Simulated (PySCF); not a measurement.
**HfO⁺: one state, many levels of theory**

State: ²Σ⁺ (doublet), unpaired electrons σ ↑. Set-up: basis Hf def2-TZVPPD with ECP60, O def2-TZVPPD; scalar-relativistic core potentials; PySCF 2.14. De refers to Hf⁺ (5d1 6s2) + O in their high-spin ground configurations, without counterpoise correction. The functionals are run spin-unrestricted. A positive dipole points towards O; it is taken about the centre of mass and depends on that origin. Levels whose curve was spin-contaminated or gave no clean fit are not listed.

```json
{"Level": "UHF-CCSD", "Re (Å)": "1.697", "ωe (cm⁻¹)": "1050", "De (eV)": "6.80", "μ (D)": "n/a"}
{"Level": "PBE", "Re (Å)": "1.708", "ωe (cm⁻¹)": "1001", "De (eV)": "n/a", "μ (D)": "-4.19"}
{"Level": "PW91", "Re (Å)": "1.708", "ωe (cm⁻¹)": "1002", "De (eV)": "n/a", "μ (D)": "-4.21"}
{"Level": "BP86", "Re (Å)": "1.711", "ωe (cm⁻¹)": "997", "De (eV)": "n/a", "μ (D)": "-4.19"}
{"Level": "r²SCAN", "Re (Å)": "1.699", "ωe (cm⁻¹)": "1031", "De (eV)": "n/a", "μ (D)": "-4.36"}
{"Level": "PBE0", "Re (Å)": "1.689", "ωe (cm⁻¹)": "1054", "De (eV)": "n/a", "μ (D)": "-4.52"}
{"Level": "M06", "Re (Å)": "1.683", "ωe (cm⁻¹)": "1051", "De (eV)": "n/a", "μ (D)": "-4.37"}
{"Level": "MN15", "Re (Å)": "1.690", "ωe (cm⁻¹)": "1061", "De (eV)": "n/a", "μ (D)": "-4.76"}
{"Level": "M06-2X", "Re (Å)": "1.683", "ωe (cm⁻¹)": "1077", "De (eV)": "n/a", "μ (D)": "-4.60"}
{"Level": "ωB97X-V", "Re (Å)": "1.687", "ωe (cm⁻¹)": "1069", "De (eV)": "n/a", "μ (D)": "-4.76"}
```

Question: What does a quarter of exact exchange do here, going from PBE to PBE0?

Answer: PBE0 less PBE: -1.9 pm in Re, +5.3 % in ωe. Exact exchange removes part of the self-interaction that spreads semilocal densities, and in most molecules shortens and stiffens the bond and lowers De; so it does here.

Correlated steps freeze 1 core orbital. De is left out where the level can put another filling of the metal’s s and d shells below the measured ground configuration, by anything from nothing to about 1 eV. Spin–orbit coupling is left out, which matters for elements this heavy, above all for dissociation energies. For an ion De counts to the pair picked by the measured ionisation energies or electron affinities, which need not be the lowest pair at this level. With d or f electrons several states lie close, and the lowest PBE0 determinant need not be the measured ground state.

The whole job (state search and all levels along the bond) took about 8.7 min on 2 threads of AMD EPYC 9R45 96-Core (shared host), peak memory 5.2 GiB.
